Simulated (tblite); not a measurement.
Compound: C₃H₁₁ClSi₃.
SMILES with atom numbers: `[Cl:1][CH:2]1[SiH2:3][CH2:4][SiH2:5][CH2:6][SiH2:7]1` (hydrogens: H8 on C2; H9, H10 on Si3; H11, H12 on C4; H13, H14 on Si5; H15, H16 on C6; H17, H18 on Si7)

Computed with GFN2-xTB (tblite), gas phase: L-BFGS steps from a force-field or distance-geometry start until the largest atomic force falls under 0.01 eV/Å.

Geometry at step 9:
```
atom  x, y, z in Å
Cl1     1.8848   -0.8283   -1.8774
C2      1.7625    0.0885   -0.3440
Si3     0.6598    1.6162   -0.6344
C4     -1.1054    1.0366   -1.0042
Si5    -1.8039   -0.0744    0.3724
C6     -0.6661   -1.5822    0.5928
Si7     1.1138   -1.0857    1.0121
H8      2.7829    0.3915   -0.1277
H9      0.6637    2.3566    0.6370
H10     1.1988    2.4399   -1.7228
H11    -1.1377    0.5097   -1.9562
H12    -1.7469    1.9081   -1.1210
H13    -3.1777   -0.5033    0.0514
H14    -1.7966    0.6939    1.6294
H15    -0.6853   -2.1942   -0.3072
H16    -1.0535   -2.2098    1.3928
H17     1.9914   -2.2578    1.1380
H18     1.1067   -0.2989    2.2572
```

**Question.** Give the atomic forces at this geometry.

**Answer.** 
```csv
atom,Fx (eV/Å),Fy (eV/Å),Fz (eV/Å)
Cl1,-0.046,-0.090,-0.138
C2,-0.027,0.014,0.071
Si3,-0.077,0.108,-0.005
C4,-0.035,-0.023,0.018
Si5,-0.034,0.009,0.027
C6,-0.017,0.024,-0.009
Si7,-0.031,-0.073,0.115
H8,0.061,0.051,0.065
H9,0.058,0.052,-0.053
H10,0.035,-0.036,0.010
H11,0.034,-0.023,-0.008
H12,0.011,0.004,0.000
H13,0.055,0.019,0.010
H14,-0.096,-0.034,-0.029
H15,0.028,0.009,-0.026
H16,0.002,-0.007,0.005
H17,-0.001,0.062,-0.035
H18,0.080,-0.065,-0.016
```

The largest, 0.17 eV/Å, acts on Cl1; the rms over all components is 0.050 eV/Å. The forces sum to zero within rounding, as they must for an isolated molecule in no field.

**Question.** Give the force on Cl1 in Eh/bohr and in nN.

**Answer.** 0.171 eV/Å ÷ 51.422 = 0.00333 Eh/bohr, and 0.171 eV/Å × 1.602 = 0.27 nN.

**Question.** How far is this geometry from the end of the optimisation?

**Answer.** 0.030 eV above it, and 0.088 Å rms away after alignment. The bonds farthest from their final lengths, with half the difference of the two atoms' forces along the bond (positive lengthens):

```
   bond  now (Å)  final (Å)  force along bond (eV/Å)
 Cl1–C2    1.791      1.801                    +0.12
Si7–H18    1.473      1.469                    -0.05
Si5–H14    1.473      1.471                    -0.04
 C2–Si3    1.906      1.909                    +0.06
  C2–H8    1.086      1.089                    +0.05
 Si3–H9    1.471      1.469                    -0.03
```

The angle farthest from its final value is Si3–C2–Si7, 113.9° against 116.8°.

What follows is the cost of the whole relaxation. Time: 0.51 s. Hardware: Arm Neoverse V1, one thread, shared host with 64 logical CPUs at a one-minute load of 26.
